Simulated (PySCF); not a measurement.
CH3AlF2, SMILES [CH3][Al]([F])[F]. Atoms are numbered in the order given.

```xyz
7

Al     0.0495     0.0436     0.0000
C     -1.4748    -1.1416    -0.0463
H     -1.2507    -2.0349    -0.6529
H     -2.3665    -0.6526    -0.4672
H     -1.7199    -1.4964     0.9687
F     -0.0129     1.6070    -0.5575
F      1.5176    -0.4441     0.6052
```
Charge 0, spin multiplicity 1.

The structure is a stationary point at B3LYP-D3(BJ)/def2-SVP. The isomer is the one that the SMILES or the coordinates give; other isomers of the formula were not compared.

All values below come from M06-2X/def2-TZVPD in PySCF.

Computed frontier levels, gap, dipole moment and polarisability:
```yaml
highest_occupied_level: -10.65 eV
lowest_empty_level: -0.67 eV
orbital_gap: 9.99 eV
dipole_moment: 2.48 D
quadrupole, principal values (traceless, Buckingham form, about the centre of nuclear charge): -6.75, -1.18, 7.93 D·Å
mean_static_polarisability: 34.9 bohr³ (5.18 Å³)
polarisability_principal_values: 31.0, 33.4, 40.4 bohr³
```
